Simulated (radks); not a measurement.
Results of a calculation; reference values are marked as such.
The mean radii <r> (bohr) of the occupied orbitals of an atom or ion are listed with their occupations. Level of theory: non-relativistic Kohn-Sham, LDA (Slater exchange, VWN5 correlation), spin-polarised, spherical densities, point nucleus (a radial shooting solver on a logarithmic mesh with Libxc functionals).

| orbital | occ. | <r> |
|---|---|---|
| 1s up | 1 | 0.04950 |
| 1s down | 1 | 0.04950 |
| 2s up | 1 | 0.2219 |
| 2s down | 1 | 0.2219 |
| 2p up | 3 | 0.1924 |
| 2p down | 3 | 0.1924 |
| 3s up | 1 | 0.6642 |
| 3s down | 1 | 0.6638 |
| 3p up | 3 | 0.6849 |
| 3p down | 3 | 0.6841 |
| 3d up | 5 | 0.7981 |
| 3d down | 5 | 0.7906 |
| 4s up | 1 | 2.087 |

Name the element and its charge. Open shells, if any, are filled with parallel spins first.

Answer. Z = 31, gallium, charge +2: Ga2+ in [Ar] 3d10 4s1. The 1s radius gives Z: for a bare nucleus <r> = 1.5/Z, 0.04839 bohr for Z = 31, and screening makes it slightly larger (0.04950 here). The occupations add up to 29, and the charge is Z minus that.
